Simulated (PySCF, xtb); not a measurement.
CH6O2Si2, SMILES O=CO[SiH2][SiH3].

Coordinates come from a PBE0-D3(BJ)/def2-SVP optimisation. This is a generated structure with no PubChem entry under its InChIKey; it may be hypothetical. The values are those of a single conformer.

The numbers are results of IEF-PCM-M06-2X/def2-SVP run with PySCF, not measurements.

The values are the electrostatic part of the solvation free energy, E(continuum) − E(gas) at the gas-phase geometry, in a cavity of scaled van der Waals radii (PySCF's table); cavitation and dispersion terms are not included. In vacuum the orbital gap is 10.29 eV. The dipole moment in vacuum is 1.34 D.

Computed values in water (ε = 78.36), dichloromethane (ε = 8.93), ethanol (ε = 24.85):
```json
[
 {"solvent": "water", "ε": "78.36", "ΔG(elec) (kcal/mol)": "-3.5", "dipole (D)": "1.83", "gap (eV)": "10.37"},
 {"solvent": "dichloromethane", "ε": "8.93", "ΔG(elec) (kcal/mol)": "-2.9", "dipole (D)": "1.74", "gap (eV)": "10.36"},
 {"solvent": "ethanol", "ε": "24.85", "ΔG(elec) (kcal/mol)": "-3.3", "dipole (D)": "1.80", "gap (eV)": "10.37"}
]
```

For comparison, GFN2-xTB/ALPB(water) (xtb, at the GFN2-xTB geometry, all terms of that model) gives -0.3 kcal/mol.
